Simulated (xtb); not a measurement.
Job for xtb: GFN2-xTB on Hf2, 2S+1 = 3, a spin state set in the input, which need not be the lowest, a point of a bond scan (R = 2.435 Å).

```
$ xtb mol.xyz --gfn 2 --sp --chrg 0 --uhf 2
2

Hf     0.00000000     0.00000000     0.00000000
Hf     0.00000000     0.00000000     2.43545600
```

The head of its log:

```
[...]
           -------------------------------------------------
          |                Calculation Setup                |
           -------------------------------------------------



           -------------------------------------------------
          |                 G F N 2 - x T B                 |
           -------------------------------------------------

        Reference                      10.1021/acs.jctc.8b01176
      * Hamiltonian:
        H0-scaling (s, p, d)           1.850000    2.230000    2.230000
        zeta-weighting                 0.500000
      * Dispersion:
        s8                             2.700000
        a1                             0.520000
        a2                             5.000000
        s9                             5.000000
      * Repulsion:
        kExp                           1.500000    1.000000
        rExp                           1.000000
      * Coulomb:
        alpha                          2.000000
        third order                    shell-resolved
        anisotropic                    true
        a3                             3.000000
        a5                             4.000000
        cn-shift                       1.200000
        cn-exp                         4.000000
        max-rad                        5.000000


          ...................................................
          :                      SETUP                      :
          :.................................................:
          :  # basis functions                  20          :
          :  # atomic orbitals                  18          :
          :  # shells                            6          :
          :  # electrons                         8          :
          :  max. iterations                   250          :
          :  Hamiltonian                  GFN2-xTB          :
          :  restarted?                      false          :
          :  GBSA solvation                  false          :
          :  PC potential                    false          :
          :  electronic temp.          300.0000000     K    :
          :  accuracy                    1.0000000          :
          :  -> integral cutoff          0.2500000E+02      :
          :  -> integral neglect         0.1000000E-07      :
          :  -> SCF convergence          0.1000000E-05 Eh   :
          :  -> wf. convergence          0.1000000E-03 e    :
          :  Broyden damping             0.4000000          :
          :  net charge                          0          :
          :  unpaired electrons                  2          :
          ...................................................

 iter      E             dE          RMSdq      gap      omega  full diag
   1     -2.7694781 -0.276948E+01  0.862E+01    0.08       0.0  T
   2     -2.7796573 -0.101793E-01  0.661E+01    0.20       1.0  T
```

Problem. What total energy does the run end on?

Solution. -2.7080 hartree.
